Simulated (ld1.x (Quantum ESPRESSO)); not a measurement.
**Sb (Z = 51): TM pseudisation with PBEsol, scalar-relativistic reference atom.**

ld1.x (Quantum ESPRESSO) 7.5 input, shortened:

```
&input
   title='Sb', zed=51., rel=1, dft='PBESOL', iswitch=3,
   config='[Kr] 4d10 5s2 5p3 5d-2'
 /
 &inputp
   pseudotype=2, tm=.true., lloc=0,
   nlcc=.true., new_core_ps=.true., rcore=0.70
 /
3
5P  2  1   3.00   0.00  2.60  2.60  0.0
5D  3  2  -2.00   0.08  2.35  2.35  0.0
5S  1  0   2.00   0.00  1.50  1.50  0.0
 &test
   configts(1)='5s2 5p3'
 /
```

Task: Estimate the cutoffs (Ry, on a coarse ladder) from which the occupation-weighted sum of valence levels, in a spherical-Bessel basis at the reference potential, stays within 10 and 1 mRy of its value at 400 Ry.

Result: 50 Ry and 110 Ry.

Task: What does a ghost test show?

Result: Ghost state, extra bound levels that the all-electron valence spectrum of the same l lacks: d at -392.3 eV. A true bound ghost makes a file unfit for plane-wave use.

Task: Which valence shell sets the plane-wave cutoff?

Result: 5s: its level needs 100 Ry to come within 1 mRy, against 15 Ry for 5p.

Task: Tests: 5s2 5p2; 5s2 5p1; 5s2 5p0; 5s1 5p4; 5s2 5p3.3; 5s1 5p3; 5s1 5p0. Which has the largest error in its energy relative to the reference configuration, and how large is it?

Result: 5s1 5p0, with -482 meV (all-electron minus pseudo) on +93.13 eV.
